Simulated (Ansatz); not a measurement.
BH4NSSi (`NB1[SiH2]S1`) from Hartree–Fock to CCSD(T)

Z-matrix (Å, degrees):
```
Si
B 1 1.930
S 1 2.163 2 52.0
H 1 1.484 2 124.1 3 96.4
H 1 1.484 2 124.1 3 -96.4
N 2 1.381 1 154.1 3 -180.0
H 6 1.007 2 123.1 1 180.0
H 6 1.004 2 122.5 1 -0.0
```

The species carries charge 0 and has multiplicity 1. All single points use the PBE0-D4/def2-TZVP geometry. It is one conformer, not always the lowest. Frozen core, restricted reference, Ansatz 0.2.0. CBS rows extrapolate triple and quadruple zeta; past MP2 they add the triple-zeta difference.

```tsv
basis	HF (Eh)	MP2 corr.	CCSD corr.	(T)	CCSD(T) total
def2-SVP	?	-0.47662	-0.51920	-0.01827	?
def2-TZVPP	-768.04076	-0.60145	?	?	?
def2-QZVPP	-768.06417	-0.64749	–	–	–
CBS(def2)	-768.06739	-0.68159	?	as TZ	?
```

Question: Fill in the withheld values. (Best estimate.)

Answer: Computed: def2-SVP HF (Eh): -767.70769; def2-SVP CCSD(T) total: -768.24516; def2-TZVPP CCSD corr.: -0.64051; def2-TZVPP (T): -0.03055; def2-TZVPP CCSD(T) total: -768.71182; CBS(def2) CCSD corr.: -0.72065; CBS(def2) CCSD(T) total: -768.81859.
